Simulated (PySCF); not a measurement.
# Computed properties of C2H8OSi2, SMILES C[Si@H]1CO[SiH2]1

C₂H₈OSi₂, SMILES C[Si@H]1CO[SiH2]1. Geometry: TPSSh-D3(BJ)/def2-SVP. The structure was generated by enumeration; whether it is a known compound was not checked. One conformer was computed; it need not be the lowest. All values are computed for the isolated molecule unless a solvent is named; none is compared with measurement here.

**Structure.** All 33 harmonic modes at TPSSh-D3(BJ)/def2-SVP (PySCF) are real, so it is a minimum. With heavy atoms numbered as in [CH3:1][Si@H:2]1[CH2:3][O:4][SiH2:5]1, the shortest bond between them is C3–O4 at 1.455 Å and the longest Si2–Si5 at 2.334 Å.

**Vibrations.** The strongest infrared lines (harmonic, unscaled, degenerate partners summed) lie at 986 cm⁻¹ (245 km/mol, H 73 %, O 11 %, C 10 %), 859 cm⁻¹ (191 km/mol, H 60 %, Si 22 %, O 10 %), 2236 cm⁻¹ (181 km/mol, H 97 %). The softest mode is at 54 cm⁻¹ and the zero-point energy is 59.2 kcal/mol.

**Electronic structure.** ωB97X/def2-TZVP (PySCF) places the frontier levels at -9.71 and 1.72 eV, a gap of 11.43 eV, and gives a dipole moment of 2.21 D and a mean polarisability of 79.3 bohr³. PBE/def2-TZVP (PySCF) at the same geometry gives -6.32 and -1.16 eV, so its gap is 6.27 eV narrower. An orbital gap is neither the optical nor the fundamental gap.

**Excitations.** TDDFT-ωB97X/def2-SVPD (PySCF) has S1 at 6.19 eV (200 nm, f = 0.064, bright); the most intense of the 10 singlets computed lies at 7.06 eV (f = 0.24). T1 (TDA) is at 5.60 eV. TDDFT-PBE/def2-SVPD (PySCF) puts S1 at 5.27 eV. No vertical singlet excitation falls in the visible range (under 3.1 eV).

**NMR.** GIAO shifts at PBE0/pcSseg-1 (PySCF) (non-relativistic, atoms alike by connectivity averaged): ¹³C from -2.6 to 73.4 ppm against TMS; ¹H from 0.9 to 6.0 ppm against TMS; ²⁹Si from 0.7 to 19.6 ppm against TMS.

**Solvation.** SMD-PBE0/6-31G* (PySCF) gives -0.8 kcal/mol in water, -2.0 kcal/mol in n-hexane, -2.2 kcal/mol in toluene (1 M in both phases, gas-phase geometry).
